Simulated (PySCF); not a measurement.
## Correlation energy of P (phosphorus, neutral)

[Ne] 3s2 3p3, high-spin 4S determinant. All numbers are calculated (PySCF 2.14, the spin-free X2C one-electron Hamiltonian (Gaussian nucleus), in cc-pVDZ-DK). Frozen: [Ne]; 5 electrons correlated.

MP2 pair energies summed by pair of shells (mhartree):

```json
{"pair": "3s-3p", "energy": "-40.53", "share (%)": "63.8"}
{"pair": "3p-3p", "energy": "-14.73", "share (%)": "23.2"}
{"pair": "3s-3s", "energy": "-8.22", "share (%)": "12.9"}
```

Total MP2 correlation energy: -63.49 mhartree.

Same-spin part -17.33 and opposite-spin part -46.16 mhartree; SCS-MP2 scales them by 1/3 and 6/5 to -61.17 mhartree.

```csv
level,correlation energy (mhartree)
CCSD,-81.20
(T),-1.01
CCSD(T),-82.21
```

Diagnostics: T1 = 0.0033, D1 = 0.0060, largest double amplitude 0.064.

Cost of the coupled-cluster step: 0.12 s of wall time on 1 thread of Neoverse-N1 (shared host), for 5 correlated electrons.

Iterations:

```
CC2 = 0
CCSD nocc = (np.int64(4), np.int64(1)), nmo = (13, 13)
frozen orbitals [[0, 1, 2, 3, 4], [0, 1, 2, 3, 4]]
max_cycle = 100
direct = 0
conv_tol = 1e-08
conv_tol_normt = 1e-06
diis_space = 8
diis_start_cycle = 0
Init t2, MP2 energy = -0.0634888214064129
Init E_corr(UCCSD) = -0.0634888214078777
cycle = 1  E_corr(UCCSD) = -0.0772096796426772  dE = -0.0137208582  norm(t1,t2) = 0.0428354
cycle = 2  E_corr(UCCSD) = -0.0801597458613783  dE = -0.00295006622  norm(t1,t2) = 0.0117527
cycle = 3  E_corr(UCCSD) = -0.0812168034092591  dE = -0.00105705755  norm(t1,t2) = 0.00389067
cycle = 4  E_corr(UCCSD) = -0.0811982774820309  dE = 1.85259272e-05  norm(t1,t2) = 0.000421659
cycle = 5  E_corr(UCCSD) = -0.0812002653513316  dE = -1.9878693e-06  norm(t1,t2) = 6.18527e-05
cycle = 6  E_corr(UCCSD) = -0.0811996344360763  dE = 6.30915255e-07  norm(t1,t2) = 1.26408e-05
cycle = 7  E_corr(UCCSD) = -0.0811999980400209  dE = -3.63603945e-07  norm(t1,t2) = 2.1524e-06
cycle = 8  E_corr(UCCSD) = -0.0811998741866554  dE = 1.23853366e-07  norm(t1,t2) = 3.37712e-07
cycle = 9  E_corr(UCCSD) = -0.0811998847754903  dE = -1.05888349e-08  norm(t1,t2) = 6.11532e-08
cycle = 10  E_corr(UCCSD) = -0.0811998933906357  dE = -8.61514536e-09  norm(t1,t2) = 2.81969e-08
UCCSD converged
E(UCCSD) = -341.6045947031108  E_corr = -0.08119989339063566
UCCSD(T) correction = -0.00100924546495105
```
